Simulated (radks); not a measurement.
Values are calculated unless marked as measured or tabulated.
Sr3+, 35 electrons, occupied as [Ar] 3d10 4s1.5 4p5.5 (fractional occupations, a model configuration). Level of theory: Dirac Kohn-Sham, exchange-only LDA, spin-unpolarised, spherical densities, finite nucleus; open shells are shared between the two j in proportion to 2j + 1; Fermi nuclear charge, rms radius 4.224 fm (a radial shooting solver on a logarithmic mesh with Libxc functionals).

Spin-orbit splittings of the eigenvalues, e(l+1/2) - e(l-1/2), with zeta = 2 splitting/(2l+1) and mean radii in bohr:

| shell | occ. | splitting (eV) | zeta (eV) | <r> j=l-1/2 | <r> j=l+1/2 |
|---|---|---|---|---|---|
| 2p | 6 | 68.28 | 45.52 | 0.1476 | 0.1518 |
| 3p | 6 | ? | ? | 0.4918 | 0.5024 |
| 3d | 10 | 1.835 | 0.7340 | 0.4958 | 0.4995 |
| 4p | 5.5 | 1.313 | 0.8751 | 1.474 | 1.502 |
| 4d | 0 | 0.1229 | 0.04916 | 2.087 | 2.098 |
| 4f | 0 | 0.0005994 | 0.0001713 | 4.564 | 4.564 |
| 5p | 0 | 0.2547 | 0.1698 | 3.628 | 3.680 |

Estimate the 3p splitting.

Answer. 10.50 eV (zeta = 6.998 eV).
